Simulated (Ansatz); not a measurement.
`F[Si](F)(Cl)Br` and `F[Si](F)(Cl)N[SiH2]Cl` differ in one atom or group.

Ansatz, PBE0-D4/def2-TZVP geometries, multiplicity 1. Each molecule was computed in one conformer, which needn't be the lowest.

Scalar relativity is left out up to krypton. Spin–orbit coupling is left out; it splits and shifts lone-pair levels of the heavy atoms by tenths of an eV.

| property | `F[Si](F)(Cl)Br` |
| --- | --- |
| HOMO–LUMO gap (PBE/def2-TZVPP) / eV | 6.64 |
| HOMO energy (PBE0/def2-TZVPP) / eV | -9.33 |
| LUMO energy (PBE0/def2-TZVPP) / eV | -0.33 |
| LUMO energy (ωB97M-V/def2-TZVPP) / eV | 1.71 |
| LUMO energy (PBE/def2-TZVPP) / eV | -1.33 |
| size of the dipole moment (PBE/def2-TZVPP) / D | 0.71 |

(1) Give the same properties after the change, and the shifts. (Estimate.)

Results:

(1) Computed: 
| property | `F[Si](F)(Cl)N[SiH2]Cl` | shift |
| --- | --- | --- |
| HOMO–LUMO gap (PBE/def2-TZVPP) / eV | 6.54 | -0.10 |
| HOMO energy (PBE0/def2-TZVPP) / eV | -8.89 | 0.44 |
| LUMO energy (PBE0/def2-TZVPP) / eV | -0.03 | 0.30 |
| LUMO energy (ωB97M-V/def2-TZVPP) / eV | 1.60 | -0.11 |
| LUMO energy (PBE/def2-TZVPP) / eV | -0.90 | 0.43 |
| size of the dipole moment (PBE/def2-TZVPP) / D | 1.95 | 1.24 |

With PBE0 the HOMO rises by 0.44 eV and the LUMO rises by 0.30 eV, so the gap narrows by about 0.14 eV. PBE moves the HOMO by 0.53 eV and ωB97M-V by 0.35 eV. Dipoles are sizes alone; their direction can turn.
